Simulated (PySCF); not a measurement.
F3Fe, neutral, multiplicity 6. Atoms are numbered in the order given.

```xyz
4

Fe     0.0000     0.0000     0.0000
F      1.7481     0.0000     0.0000
F     -0.8741    -1.5139     0.0000
F     -0.8741     1.5139     0.0000
```
Charge 0, spin multiplicity 6.

Geometry optimised at PBE0-D3(BJ)/def2-SVP. The spin state was assumed, not searched. The isomer is the one that the SMILES or the coordinates give; other isomers of the formula were not compared.

Calculation: PySCF with PBE0-D3(BJ)/def2-SVP.

Frequencies are harmonic and unscaled.

Modes within 1.5 cm⁻¹ of each other (mostly degenerate sets) share a row, with their intensities summed.

| mode | ν (cm⁻¹) | IR (km/mol) | moving atoms (share of kinetic energy) |
|---|---|---|---|
| 1 | 127 | 75.1 | Fe 51 %, F 49 % |
| 2–3 | 162 | 28.7 | F 84 %, Fe 16 % |
| 4 | 650 | 0.0 | F 100 % |
| 5–6 | 741 | 274.8 | F 66 %, Fe 34 % |
